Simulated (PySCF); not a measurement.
Numbering as in the mapped SMILES `[SiH3:1][n:2]1[cH:3][cH:4][cH:5][cH:6]1`. Hydrogens are named by the atom that carries them.

Geometry: PBE0-D3(BJ)/def2-SVP; GIAO shifts from PySCF 2.14, gas phase, non-relativistic, averaged over equivalent atoms.

At PBE0/pcSseg-1 (144 basis functions, 14 s wall time on 1 thread of an Arm Neoverse V1, shared host):
```csv
atoms,δ (ppm)
Si1,-46.2
N2,165.4
C3/C6,128.6
C4/C5,118.6
H(C3)/H(C6),6.72
H(C4)/H(C5),6.53
H(Si1),5.01
```

References, each an isolated molecule treated in the same way: 29Si (σ = 351.99 ppm) and 13C (σ = 184.41 ppm) and 1H (σ = 31.27 ppm) against TMS; 15N (σ = 265.67 ppm) against NH3.

**Question.** What do these become at KT2/pcSseg-2?

**Answer.** 
| atoms | δ at KT2/pcSseg-2 | change |
| --- | --- | --- |
| Si1 | -49.8 | -3.6 |
| N2 | 161.4 | -4.0 |
| C3/C6 | 122.4 | -6.2 |
| C4/C5 | 111.9 | -6.7 |
| H(C3)/H(C6) | 6.76 | +0.04 |
| H(C4)/H(C5) | 6.53 | +0.00 |
| H(Si1) | 5.24 | +0.23 |

References, each an isolated molecule treated in the same way: TMS for 29Si (σref 350.99), 13C (σref 182.28), 1H (σref 31.18); 15N (σref 260.12) vs NH3.

The largest change is at C4/C5 (aromatic CH). Cost: 321 basis functions, 70 s wall time on 1 thread of an Arm Neoverse V1, shared host.

Experimental scales use liquid or dissolved standards, which lie at an offset from isolated NH3 (liquid NH3: subtract about 20 ppm). Unscaled 15N shifts of sp2 nitrogen come out 20 to 40 ppm too high even then.
